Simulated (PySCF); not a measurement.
# Dipole moment and polarisability of SeOCl2

SeOCl2.
Cartesian coordinates in Å at the PBE0-D3(BJ)/def2-SVP level; atoms count from 1:
```
atom  x, y, z in Å
Se1    0.149   -0.001    0.654
O2     1.645   -0.004    0.108
Cl3   -0.893    1.667   -0.381
Cl4   -0.901   -1.662   -0.381
```

Level: B3LYP/def2-SVPD (PySCF), static field, nuclei fixed, core orbitals frozen in the response. The polarisability tensor in these axes (au):

```
x   65.11  0.04  7.31
y    0.04 78.95 -0.01
z    7.31 -0.01 49.91
```

**Question.** Diagonalise the tensor; give its mean and Δα, where Δα² is half the sum of the squared differences of the eigenvalues.

**Answer.** Principal values 46.97, 68.05 and 78.95 au; mean 64.66 au = 9.58 Å³ = 10.66 × 10⁻⁴⁰ C²·m²/J; Δα = 28.16 au (44 % of the mean).

**Question.** What is the dipole moment, and where does it point?

**Answer.** (-1.13, 0.00, 1.91) D, 2.21 D in size, pointing from the negative to the positive side. Measured along this direction, the outermost atoms are O2 at the negative end and Se1 at the positive end.

**Question.** Traceless (Buckingham) quadrupole moment about the centre of nuclear charge: eigenvalues?

**Answer.** -5.90, 0.91, 4.98 D·Å. The values depend on the origin, since the dipole doesn't vanish. The electronic extent ⟨r²⟩ about the same centre is 683 bohr², a root-mean-square distance of 1.59 Å for the 76 electrons.

**Question.** What depolarisation ratio follows for Rayleigh scattering of linearly polarised light, taking the static tensor?

**Answer.** ρ = 3Δα²/(45ᾱ² + 4Δα²) = 2379.0/(188123 + 3172.0) = 0.0124.

**Question.** In a dilute gas of rigid molecules at 273 K, how does the orientational term μ²/3kT compare with the electronic polarisability?

**Answer.** In Gaussian units μ²/3kT = 43.36 Å³ against 9.58 Å³, a ratio of 4.53; the Debye molar polarisation (4π/3)N_A(α + μ²/3kT) is 133.6 cm³/mol, leaving out the vibrational part.

**Question.** Along which axes do the principal values lie, and how far do the nuclei extend along each?

**Answer.** Largest value along (0.00, 1.00, 0.00), where the nuclei span 3.33 Å; middle along (0.93, 0.00, 0.37), 2.54 Å; least along (-0.37, 0.00, 0.93), 1.07 Å. The response follows the extents in order.

**Question.** Sum over states: ᾱ = Σ f/ω², ω in Eh. What share falls to these 10 lowest TDDFT singlets (eV, f)? 4.50, 0.0200; 4.56, 0.0006; 4.62, 0.0098; 4.95, 0.0034; 5.04, 0.0202; 5.09, 0.0035; 5.28, 0.0073; 5.35, 0.0097; 5.59, 0.0582; 5.60, 0.0009.

**Answer.** They add up to 3.73 au, 5.8 % of the 64.66 au; the largest single term is 1.38 au, from the state at 5.59 eV. Terms in order: 0.73, 0.02, 0.34, 0.10, 0.59, 0.10, 0.19, 0.25, 1.38, 0.02 au. Higher excitations give the rest. The strengths listed sum to 0.134.

Isolated species at its PBE0-D3(BJ)/def2-SVP geometry, gas phase. The calculation is non-relativistic, for selenium too.
